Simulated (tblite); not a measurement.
Input of a run (GFN2-xTB geometry optimisation, gas phase (tblite 0.8.0)), started from a force field or distance geometry:
```
{"job": {"kind": "relax", "xc": "GFN2-xTB", "basis": "xTB"}, "charge": 0, "multiplicity": 2}
C     -0.815600    -2.346300    -1.588100
C     -0.281800    -1.488400    -0.925600
C      0.417200    -0.475400    -0.086500
C      1.806500    -0.727300     0.097500
N      2.923900    -0.950700     0.278400
C      0.028900     0.931000    -0.465500
N      0.576500     1.937900    -1.053700
C     -1.282200     0.622400     0.181400
C     -0.395600    -0.148000     1.174500
F     -0.974900    -1.184300     1.816800
H      1.537300     1.914700    -1.426600
H     -1.845100     1.460400     0.587200
H     -1.879400    -0.139900    -0.366400
H      0.183700     0.593500     1.754500
```

Output (eV, eV/Å):
```
step      E/eV     max force
  0    -742.74486    4.054
  1    -742.85573    4.660
  2    -743.07039    3.817
  3    -743.12666    3.937
  4    -743.26844    1.407
  5    -743.27936    2.412
  6    -743.34541    0.582
  7    -743.36300    0.440
  8    -743.40092    0.684
  9    -743.41830    0.574
 10    -743.43431    0.277
 11    -743.44761    0.370
 12    -743.46638    0.647
 13    -743.48696    0.650
 14    -743.50530    0.359
 15    -743.51843    0.315
 16    -743.53055    0.485
 17    -743.54692    0.723
 18    -743.56876    0.746
 19    -743.59079    0.449
 20    -743.60861    0.358
 21    -743.62277    0.355
 22    -743.63439    0.462
 23    -743.64471    0.364
 24    -743.65334    0.240
 25    -743.65994    0.266
 26    -743.66533    0.295
 27    -743.67165    0.470
 28    -743.67851    0.292
 29    -743.68577    0.219
 30    -743.68880    0.221
 31    -743.69317    0.221
 32    -743.69624    0.178
 33    -743.69833    0.140
 34    -743.70021    0.151
 35    -743.70291    0.169
 36    -743.70640    0.135
 37    -743.70940    0.129
 38    -743.71174    0.117
 39    -743.71377    0.123
 40    -743.71624    0.128
 41    -743.71921    0.152
 42    -743.72229    0.146
 43    -743.72440    0.241
 44    -743.72603    0.130
 45    -743.72711    0.131
 46    -743.72808    0.131
 47    -743.72873    0.106
 48    -743.72934    0.059
 49    -743.72971    0.039
 50    -743.73001    0.112
 51    -743.73032    0.067
 52    -743.73072    0.081
 53    -743.73107    0.049
 54    -743.73134    0.044
 55    -743.73164    0.048
 56    -743.73199    0.063
 57    -743.73237    0.063
 58    -743.73271    0.090
 59    -743.73294    0.065
 60    -743.73315    0.052
 61    -743.73330    0.045
 62    -743.73342    0.027
 63    -743.73351    0.022
 64    -743.73358    0.023
 65    -743.73364    0.025
 66    -743.73369    0.021
 67    -743.73374    0.015
 68    -743.73377    0.012
 69    -743.73379    0.012
 70    -743.73380    0.010
 71    -743.73382    0.012
 72    -743.73384    0.012
 73    -743.73385    0.011
 74    -743.73386    0.009
```

Q: Summarise the run.

A: The energy falls by 95.4 kJ/mol over 74 L-BFGS steps, the largest force on an atom goes from 4.05 to 0.009 eV/Å, and the atoms move by 0.694 Å rms after alignment. The bond that changes most is C6=N7 (ends: carbon bonded to 2 C and N; nitrogen bonded to C and H), which shortens by 0.054 Å. Bonds longer at the end by more than 0.005 Å: 4 of 14; shorter: 7. Among the angles that change most is F10–C9–H14, from 119.4° to 107.4°. Among the dihedrals that turn most is C2–C3–C9–H14, from 179° to 133°. The energy never rose by more than 1e-5 eV on the way. The first step brought 11 % of the lowering.

Q: What are the final bond lengths?

A: C1≡C2 1.201 Å, C2–C3 1.457 Å, C3–C4 1.436 Å, C4≡N5 1.144 Å, C3–C6 1.557 Å, C6=N7 1.235 Å, C6–C8 1.496 Å, C8–C9 1.537 Å, C9–F10 1.360 Å, C3–C9 1.560 Å, N7–H11 1.014 Å, C8–H12 1.088 Å, C8–H13 1.090 Å, C9–H14 1.094 Å. Numbering counts from 1 in the input's order; the species is `[H]/N=C1/C[C@@H](F)[C@]1(C#[C])C#N` [radical].

On AMD EPYC 9R45, one thread, no GPU, shared host with 96 logical CPUs at a one-minute load of 73, this took 0.37 s of wall time.

Its GFN2-xTB frequencies are all real (lowest 44 cm⁻¹).

The numbers are calculated, not measured.
